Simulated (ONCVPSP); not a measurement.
**bromine (Br), ONCV: configuration errors across variants**

* Element: bromine (Br)
* Generator: ONCVPSP 4.0.1
* Type: optimised norm-conserving Vanderbilt (ONCV)
* Functional: PBE
* Relativity: scalar-relativistic
* Frozen core: [Ar]
* Valence charge: 17
* Reference configuration: 3d10 4s2 4p5
* Partial waves: 4s: rc 1.05 bohr, ncon 3, nbas 6, qcut 5.5 1/bohr, 2 projectors, debl 2.6 Ha; 4p: rc 1.25 bohr, ncon 4, nbas 8, qcut 7 1/bohr, 2 projectors, debl 1.5 Ha; 3d: rc 1.05 bohr, ncon 3, nbas 8, qcut 14.2 1/bohr, 2 projectors, debl 0.4 Ha
* Local potential: polynomial inside 0.85 bohr (lpopt 3, dvloc0 0 Ha)
* Core correction: Teter function, fcfact 3, rcfact 1.05

In the d channel the program set the typed energies aside and used -2.452, 0.250 Ha.

All-electron excitation energies from the reference (eV): (1) 3d10 4s2 4p4 12.554; (2) 3d10 4s2 4p3 35.315; (3) 3d10 4s2 4p2 69.298; (4) 3d10 4s2 4p4.5 5.075.

3 further variants failed, have other tests or too few solved ones, and are left out.

A true bound ghost makes a file unfit for plane-wave use even where its test errors are small: the radial tests pick states by their node count and pass the ghost by.

Errors AE − PS in meV (a dash: test not solved or not reliable):

| change | (1) | (2) | (3) | (4) | bound ghosts | GHOST(+) flags above zero |
| --- | --- | --- | --- | --- | --- | --- |
| base | -2.2 | -6.5 | -10 | -0.8 | s, p | s |
| all radii but the core radius scaled by about 1.13 (s 1.18, p 1.42, d 1.18 bohr); local potential polynomial inside 0.96 bohr (lpopt 3, dvloc0 0 Ha) | -2.2 | -5.7 | -6.7 | -0.9 | s | none |
| all radii but the core radius scaled by about 1.22 (s 1.28, p 1.54, d 1.28 bohr); local potential polynomial inside 1.04 bohr (lpopt 3, dvloc0 0 Ha) | -2.3 | -5.2 | -4.3 | -0.9 | none | s |

**Question.** Give the same row for: all radii but the core radius scaled by about 1.07 (s 1.12, p 1.34, d 1.12 bohr); local potential polynomial inside 0.90 bohr (lpopt 3, dvloc0 0 Ha).

**Answer.** -2.4, -6.7, -10, -0.9; bound ghosts: s, p; GHOST(+) flags above zero: s.
